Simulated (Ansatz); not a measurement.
Reactions of `CN[SiH](F)Br`.

Isolated molecules relaxed with PBE0-D4/def2-TZVP in Ansatz; ΔE leaves out vibrations. CCSD(T)/CBS adds triple-zeta CCSD(T) − MP2 to the extrapolated MP2 energy (def2 sets, frozen cores). This one scheme is used for every species, atoms too. Functionals use def2-TZVPP. B3LYP here is the variant with VWN-RPA as its local correlation; programs differ in this. Open shells (•) are unrestricted, without spin–orbit coupling. Spin–orbit coupling would lower the free atoms: a little for C, F, Si; clearly for Br. Bonds to Br are less sure, by a few kJ/mol each and by 10 to 20 or more in all where they break to atoms, as the def2 sets lack core-valence functions. Scalar relativity is left out up to krypton. One conformer a species, not always the lowest.

| reaction | CCSD(T)/CBS(def2) (eV) |
| --- | --- |
| `CN[SiH](F)Br` + `CCSCC` → `CCCSCC` + `N[SiH](F)Br` | -0.40 |
| `CN[SiH](F)Br` → Br• + C• + F• + 5 H• + N• + Si• | 37.94 |
| `CN[SiH](F)Br` → `C[NH]`• + `F[SiH]Br`• | 4.86 |
| `CN[SiH](F)Br` + `N[SiH3]` → `F[SiH](Br)N[SiH3]` + CH₃NH₂ | -0.08 |
| `CN[SiH](F)Br` + CH₄ → `CN[SiH](C)F` + HBr | 1.07 |
| `CN[SiH](F)Br` + CH₃OH → `CN[SiH](F)OC` + HBr | -0.13 |
| `CN[SiH](F)Br` + `N[SiH3]` → `N[SiH2][SiH](F)Br` + CH₃NH₂ | ? |
| `CN[SiH](F)Br` → `[CH2]` (triplet) + `N[SiH](F)Br` | ? |

Task: Fill in the missing values. (Estimate.)

Result: Computed: `CN[SiH](F)Br` + `N[SiH3]` → `N[SiH2][SiH](F)Br` + CH₃NH₂: +0.87 eV; `CN[SiH](F)Br` → `[CH2]` (triplet) + `N[SiH](F)Br`: +4.12 eV.

Largest T1 diagnostic: 0.013, for `C[NH]`•.
